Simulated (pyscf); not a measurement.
`[NH2][B]([NH2])[Cl]`, singlet

Gas-phase minimum from PySCF at ωB97X-D3(BJ)/def2-SVP, one conformer. 

SMILES: NB(Cl)N
```xyz
8

N     -1.5733     0.1547     0.5669
B     -0.7933    -0.4256    -0.4566
N      0.0517    -1.5436    -0.2868
Cl    -0.8830     0.3120    -2.0938
H     -2.1635     0.9564     0.3955
H     -1.5921    -0.1859     1.5184
H      0.1698    -2.0282     0.5924
H      0.5912    -1.9230    -1.0519
```

Bonded distances (Å): N1–B2 1.412, N1–H5 1.010, N1–H6 1.011, B2–N3 1.412, B2–Cl4 1.798, N3–H7 1.011, N3–H8 1.010. Bond angles (°): B2–N1–H5 121.7, B2–N1–H6 123.7, H5–N1–H6 114.6, N1–B2–N3 124.7, N1–B2–Cl4 117.6, N3–B2–Cl4 117.7, B2–N3–H7 123.7, B2–N3–H8 121.7, H7–N3–H8 114.6.

Properties at ωB97X-D3(BJ)/def2-SVP:

- Harmonic wavenumbers, unscaled = 312, 322, 349, 356, 387, 535, 582, 628, 851, 926, 1255, 1432, 1590, 1612, 3658, 3662, 3768, 3768 cm⁻¹
- Zero-point energy = 37.2 kcal/mol
- Rotational symmetry number = 2
- Entropy of this conformer at 298 K and 1 atm, rigid rotor and harmonic oscillator, modes under 100 cm⁻¹ raised to 100 = 296.1 J/(mol K)
- Dipole moment = 2.92 D

Single-point totals, which compare only within one level (frozen core for MP2 and CC):

```tsv
level	total energy (hartree)
ωB97X-D3(BJ)/def2-TZVP	-597.23202
PBE/def2-TZVP	-596.80407
r²SCAN/def2-TZVP	-597.06035
B3LYP-D3(BJ)/def2-TZVP	-597.20102
PBE0-D3(BJ)/def2-TZVP	-596.85971
M06-2X/def2-TZVP	-597.09880
ωB97M-D3(BJ)/def2-TZVP	-597.26154
HF/def2-TZVPP	-595.62508
MP2/def2-TZVPP	-596.33949
CCSD/def2-TZVPP	-596.37254
CCSD(T)/def2-TZVPP	-596.40254
```

The CCSD(T) − MP2 part came from Ansatz, without density fitting, on the same reference.
